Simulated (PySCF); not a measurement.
Estimate the missing entries of this data sheet.

C4H6F3NO.
Atom-mapped SMILES: `[CH3:1][NH:2][C:3](=[O:4])[CH2:5][C:6]([F:7])([F:8])[F:9]` (hydrogens: H10, H11, H12 on C1; H13 on N2; H14, H15 on C5)

Conformer (atom-mapped SMILES and torsion angles): `[CH3:1][NH:2][C:3](=[O:4])[CH2:5][C:6]([F:7])([F:8])[F:9]`: C1–N2–C3–O4 -1°, N2–C3–C5–C6 180°, C3–C5–C6–F7 61°.

```tsv
property	level	value
rotational constants A, B, C of the GFN2-xTB geometry	GFN2-xTB	?
dipole moment	PBE0/def2-SVPD	?
HOMO energy	PBE0/def2-SVPD	?
LUMO energy	PBE0/def2-SVPD	0.13 eV
lowest singlet excitation	TDDFT PBE0/def2-SVPD	?
strongest line among the 6 lowest singlet transitions	TDDFT PBE0/def2-SVPD	S4 at 7.32 eV (169 nm, f = 0.182)
lowest triplet excitation (Tamm–Dancoff)	TDA PBE0/def2-SVPD	?
static isotropic polarisability	PBE0/def2-SVPD	62.8 au
electronic spatial extent ⟨r²⟩ about the centre of nuclear charge	PBE0/def2-SVPD	1387 bohr²
13C chemical shifts (computed TMS as zero) by class	GIAO PBE0/pcSseg-1	164.3 (C3), 133.2 (C6), 42.6 (C5), 29.2 (C1) ppm
1H chemical shifts (computed TMS as zero) by class	GIAO PBE0/pcSseg-1	?
isotropic shieldings of nuclei other than C and H, by class	GIAO PBE0/pcSseg-1	151 (N2), -93 (O4), 250 (F7/F8/F9) ppm
```

Electronic properties: PySCF, gas phase, density fitting. One conformer (not necessarily the lowest) at the GFN2-xTB geometry, without solvent or vibrations. GFN2-xTB frequencies show an imaginary mode (154i cm⁻¹), so this geometry is no minimum at that level. NMR classes are plain means over equivalent atoms (diastereotopic ones count apart unless rotation or inversion swaps them), as if these changed places fast; in this geometry the members of some classes differ.

What is the HOMO energy?

-7.91 eV.

Give the 1H chemical shifts (computed TMS as zero) by class.

4.44 (H13), 2.98 (H10/H11/H12), 2.74 (H14/H15) ppm.

The rotational constants A, B, C of the GFN2-xTB geometry?

3.889, 0.863, 0.814 GHz.

The lowest triplet excitation (Tamm–Dancoff)?

5.34 eV.

Give the dipole moment.

5.79 D.

The lowest singlet excitation?

5.87 eV (211 nm, f = 0.001).

The rotational constants make it an asymmetric top with κ = (2B − A − C)/(A − C) = -0.97, nearer the prolate limit (−1). With B = h/(8π²I), that is 505.379 GHz u Å² over I, the principal moments of inertia are 130.0, 585.9 and 621.1 u Å² (most abundant isotopes); the inertial defect Ic − Ia − Ib is -94.8 u Å² (zero for a rigid planar frame, negative otherwise). The vertical singlet–triplet gap S1 − T1 is 0.53 eV (TDDFT singlet less Tamm–Dancoff triplet). No computed singlet falls in the visible range (750 to 380 nm, 1.65 to 3.26 eV); S1 lies 2.61 eV above its blue end. In wavenumbers S1 is 47300 cm⁻¹ (1 eV = 8065.54 cm⁻¹). The principal polarisabilities are 50.4, 62.3 and 75.9 au; their mean is the isotropic value.
